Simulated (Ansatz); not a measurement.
Program: Ansatz. Geometries: PBE0-D4/def2-TZVP. ΔE: electronic, gas phase. CBS: MP2 limit from def2 TZ/QZ plus the TZ coupled-cluster correction, frozen cores. This one scheme is used for every species. Functionals use def2-TZVPP. Elements past krypton have def2 core potentials. For Nb outer-core shells are correlated without core-valence functions, which leaves a few kJ/mol of doubt a bond. Each species was taken in one conformer, which may not be the lowest.

Consider the ligand exchange at the Nb–O bond: `C[O][Nb](=[O])([OH])[OH]` + HCl → `[O]=[Nb]([OH])([OH])[Cl]` + CH₃OH.

```csv
level,ΔE (kJ/mol),difference from CCSD(T)/CBS
BHLYP-D4,-30.4,0.2
CAM-B3LYP-D4,-23.9,6.7
B2PLYP,-30.6,0.0
PBE,-32.0,-1.4
PBE0,-35.5,-4.9
r2SCANh,-33.6,-3.0
r2SCAN0,-35.1,-4.5
HF/def2-SVP,-28.7,1.9
SCS-MP2/def2-TZVPP,-31.7,-1.1
HF/def2-QZVPP,-34.4,-3.8
CCSD(T)/CBS,-30.6,0
```

Problem. What do rigid-rotor, harmonic-oscillator terms from PBE0-D4/def2-TZVP frequencies (298.15 K, 1 bar) make of the CCSD(T)/CBS value? (Estimate.)

Solution. Computed: ΔZPE = +12.1 kJ/mol, ΔH = -21.8 kJ/mol, ΔS = 7 J/(mol·K), ΔG = -23.8 kJ/mol.

Largest T1 diagnostic among the species: 0.022, so the coupled-cluster value is less sure than usual.

From BLYP to BHLYP (50 % exact exchange), in def2-TZVPP and without D4, ΔE moves by −4.7 kJ/mol. At CCSD(T), def2-SVP lies +12.4 kJ/mol from the extrapolated value and def2-TZVPP +2.9 kJ/mol. Leaving LDA and LC-ωPBE aside and taking each functional with its dispersion term where it has one, the values, not all of them listed here, spread over 12.2 kJ/mol, from PBE-QIDH to CAM-B3LYP-D4. LDA lies +6.2 kJ/mol from PBE without D4.

CCSD(T)/CBS has its own doubt, a few kJ/mol and more with outer-core shells, so smaller differences from it don't rank the levels.
